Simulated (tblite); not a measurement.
C₄H₉Si (doublet state).
Atom-mapped SMILES: `[CH2:1]=[C:2]([CH3:3])[SiH:4][CH3:5]` (hydrogens: H6, H7 on C1; H8, H9, H10 on C3; H11 on Si4; H12, H13, H14 on C5)

Cartesian coordinates in Å at the GFN2-xTB level; atoms count from 1:
```
atom  x, y, z in Å
C1     1.225   -0.361   -1.046
C2     0.711    0.317   -0.015
C3     1.444    1.490    0.571
Si4   -0.866   -0.185    0.829
C5    -1.996   -1.381   -0.111
H6     0.722   -1.206   -1.484
H7     2.164   -0.083   -1.500
H8     1.695    1.302    1.614
H9     2.363    1.689    0.023
H10    0.821    2.382    0.540
H11   -1.582    0.914    1.475
H12   -1.482   -2.301   -0.370
H13   -2.356   -0.932   -1.035
H14   -2.863   -1.643    0.488
```

All values are computed: GFN2-xTB (tblite) harmonic vibrations without scaling, gas phase. The method is semi-empirical: single wavenumbers can be off by several per cent or more. Modes of hydrogen on silicon can be 10 to 20 % off. One conformer, not necessarily the lowest. Open shells enter through the occupations alone, without spin polarisation, and single modes of such species can be off by tens of per cent.

Harmonic wavenumbers (cm⁻¹): 63.2, 94.0, 101.9, 135.3, 280.5, 329.7, 385.5, 406.5, 616.0, 652.6, 655.0, 784.4, 818.7, 839.3, 852.8, 957.9, 1003.7, 1037.6, 1220.1, 1366.6, 1401.5, 1419.9, 1486.2, 1487.2, 1490.0, 1493.9, 1608.4, 2262.2, 3001.1, 3003.1, 3015.1, 3024.3, 3041.4, 3043.6, 3075.3, 3110.2.

A = 7105, B = 2494, C = 1908 MHz; mass 85.047 u (most abundant isotopes); point group C1, symmetry number 1; spin multiplicity 2.

Zero-point energy?

Half the sum of the wavenumbers: 24782 cm⁻¹ = 296.46 kJ/mol.

What is S at 298.15 K and 1 bar for an ideal gas of classical rigid rotors and harmonic oscillators?

Translation 164.27, rotation 111.53, vibration 89.17, spin (R ln 2) 5.76: S = 370.7 J/(mol K).

And Cp and H(298.15 K) − H(0)?

Cp = 122.73 J/(mol K), of which vibrations give 89.47 (their classical limit is 36 R = 299.3); H(298.15 K) − H(0) = 23.80 kJ/mol without the zero-point energy, 13.89 from vibrations.

Which modes carry the vibrational entropy at 298.15 K?

63.2 cm⁻¹: 18.22; 94.0 cm⁻¹: 14.96; 101.9 cm⁻¹: 14.30; 135.3 cm⁻¹: 12.01; 280.5 cm⁻¹: 6.40; 329.7 cm⁻¹: 5.28 J/(mol K); the other 30 give 18.01 together.

How do the functions run with temperature in this model?

```
 T (K)  S (J/(mol K))  Cp (J/(mol K))  H − H(0) (kJ/mol)  G − H(0) (kJ/mol)  ln q(vib)
    50          231.5            51.5               1.99              -9.58       0.32
   100          272.4            67.5               4.99             -22.25       1.26
373.15          400.5           142.9              33.77            -115.67       6.52
   500          446.6           172.6              53.84            -169.44       8.83
   750          525.3           215.9             102.76            -291.22      13.15
  1000          591.8           246.0             160.71            -431.08      17.14
```

q(vib) and H(0) count from the zero-point level.

What must be added to the electronic energy to get the Gibbs energy at 298.15 K and 1 bar?

ZPE + [H(298.15 K) − H(0)] − T·S = 296.46 + 23.80 − 110.53 = 209.73 kJ/mol.

Hindered rotation and anharmonicity are outside this model. Other conformers, if any are populated, would add a mixing term that is left out. The structure is chiral; the term R ln 2 for an equal mix with its mirror image is left out.
